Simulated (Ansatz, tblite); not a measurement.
Removing and adding an electron: PbO₂H₂. Total charge 0; singlet. Geometry: PBE0-D4/def2-TZVP. Ansatz, gas phase; energy differences of separate SCF runs; the oxidised species was run as a doublet alone; the reduced species was run as a doublet alone.

```csv
atom,x (Å),y (Å),z (Å)
Pb1,-0.448,0.359,-1.180
O2,0.994,1.428,-0.151
O3,-0.551,-1.031,0.381
H4,-1.173,-1.752,0.260
H5,1.179,0.996,0.690
```

In the def2 sets Pb takes a core potential; there is no spin–orbit coupling. The xTB rows come from tblite. Correlated methods freeze 6 core orbitals; core or outer-core shells of Pb are correlated, in sets that lack core-valence functions. In CCSD on the charge 1 doublet the largest single amplitude is 0.32, so its Hartree–Fock determinant may place the open shell otherwise than the density functionals do. The structure comes from a short search, and lower isomers may exist.

```
               level  −HOMO (eV)  vertical IE (eV)  −LUMO (eV)  vertical EA (eV)  HOMO–LUMO gap (eV)  IE − EA (eV)                        remarks
            GFN1-xTB       11.44             15.54        7.14              3.20                4.30         12.35                              –
            GFN2-xTB       10.75             14.44        6.90              3.40                3.85         11.04                              –
    PBE-D4/def2-TZVP        6.35              9.56        2.63                 –                3.72             –                              –
   PBE-D4/def2-TZVPD        6.49                 –        2.74              0.28                3.74             –   HOMO above zero (-1 doublet)
 r2SCAN-D4/def2-TZVP        6.64              9.66        2.49                 –                4.15             –                              –
r2SCAN-D4/def2-TZVPD        6.74                 –        2.56              0.39                4.18             –   HOMO above zero (-1 doublet)
   PBE0-D4/def2-TZVP        7.61              9.77        2.00                 –                5.62             –                              –
  PBE0-D4/def2-TZVPD        7.72                 –        2.09              0.38                5.63             –   HOMO above zero (-1 doublet)
     CCSD/def2-TZVPP           –              9.94           –                 –                   –             –  large T1 (0.050) (+1 doublet)
  CCSD(T)/def2-TZVPP           –              9.97           –                 –                   –             –  large T1 (0.050) (+1 doublet)
```

Relaxing the oxidised species (PBE0-D4/def2-TZVP) changes its energy by -0.37 eV at PBE0-D4/def2-TZVP, so the adiabatic ionisation energy to this nearest minimum is 9.41 eV. At PBE-D4/def2-TZVP it is 9.23 eV.  Run but left out: HF/def2-TZVPP, MP2/def2-TZVPP (charge +1 doublet: a determinant that CCSD turns far, T1 0.050).   A HOMO above zero means that the electron is unbound at that level or that self-interaction error raises the level; the energy of removing that electron tells which. Raw xTB energy differences between charge states are shifted by several eV; the methods need an empirical correction for them.
